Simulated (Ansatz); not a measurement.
One change: `C/C=C\[SiH2]Cl` becomes `N/C=C/[SiH2]Cl`.

Ansatz, PBE0-D4/def2-TZVP geometries, multiplicity 1. Each molecule was computed in one conformer, which needn't be the lowest.

| property | `C/C=C\[SiH2]Cl` |
| --- | --- |
| size of the dipole moment (PBE/def2-TZVPP) / D | 2.15 |
| HOMO–LUMO gap (ωB97M-V/def2-TZVPP) / eV | 11.14 |
| LUMO energy (PBE/def2-TZVPP) / eV | -1.84 |
| HOMO–LUMO gap (PBE0/def2-TZVPP) / eV | 6.93 |
| LUMO energy (B3LYP/def2-TZVPP) / eV | -1.09 |
| HOMO energy (B3LYP/def2-TZVPP) / eV | -7.60 |

(1) Give the same properties after the change, and the shifts. (Estimate.)

Results:

(1) Ansatz gave: 
| property | `N/C=C/[SiH2]Cl` | shift |
| --- | --- | --- |
| size of the dipole moment (PBE/def2-TZVPP) / D | 4.50 | 2.35 |
| HOMO–LUMO gap (ωB97M-V/def2-TZVPP) / eV | 10.69 | -0.45 |
| LUMO energy (PBE/def2-TZVPP) / eV | -0.94 | 0.90 |
| HOMO–LUMO gap (PBE0/def2-TZVPP) / eV | 6.55 | -0.38 |
| LUMO energy (B3LYP/def2-TZVPP) / eV | -0.21 | 0.88 |
| HOMO energy (B3LYP/def2-TZVPP) / eV | -6.33 | 1.27 |

With PBE0 the HOMO rises by 1.29 eV and the LUMO rises by 0.90 eV, so the gap narrows by about 0.39 eV. PBE moves the HOMO by 1.28 eV and ωB97M-V by 1.34 eV. Dipoles are sizes alone; their direction can turn.

Positive LUMOs are unbound, so they and the gaps depend on the basis.

B3LYP here is the variant with VWN-RPA as its local correlation; programs differ in this.
